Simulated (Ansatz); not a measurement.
Start from `[OH][Ti]([F])([F])[SeH]` and change one atom or group to get `C[O][Ti]([F])([F])[SeH]`.

Ansatz, PBE0-D4/def2-TZVP geometries, multiplicity 1. Each molecule was computed in one conformer, which needn't be the lowest.

Scalar relativity is left out up to krypton.

| property | `[OH][Ti]([F])([F])[SeH]` |
| --- | --- |
| HOMO energy (PBE0/def2-TZVPP) / eV | -7.48 |
| HOMO energy (ωB97M-V/def2-TZVPP) / eV | -9.57 |
| size of the dipole moment (ωB97M-V/def2-TZVPP) / D | 2.09 |
| HOMO–LUMO gap (ωB97M-V/def2-TZVPP) / eV | 9.22 |
| HOMO–LUMO gap (PBE0/def2-TZVPP) / eV | 4.91 |
| LUMO energy (PBE/def2-TZVPP) / eV | -3.49 |

(1) What does the change do to each property? (An estimate is asked.)

## Answers

(1) The calculation gave: 
| property | `C[O][Ti]([F])([F])[SeH]` | shift |
| --- | --- | --- |
| HOMO energy (PBE0/def2-TZVPP) / eV | -7.30 | 0.18 |
| HOMO energy (ωB97M-V/def2-TZVPP) / eV | -9.41 | 0.16 |
| size of the dipole moment (ωB97M-V/def2-TZVPP) / D | 2.99 | 0.90 |
| HOMO–LUMO gap (ωB97M-V/def2-TZVPP) / eV | 9.34 | 0.12 |
| HOMO–LUMO gap (PBE0/def2-TZVPP) / eV | 5.03 | 0.12 |
| LUMO energy (PBE/def2-TZVPP) / eV | -3.17 | 0.32 |

With PBE0 the HOMO rises by 0.18 eV and the LUMO rises by 0.30 eV, so the gap widens by about 0.12 eV. PBE moves the HOMO by 0.19 eV and ωB97M-V by 0.16 eV. Dipoles are sizes alone; their direction can turn.

Spin–orbit coupling is left out; it splits and shifts lone-pair levels of the heavy atoms by tenths of an eV.
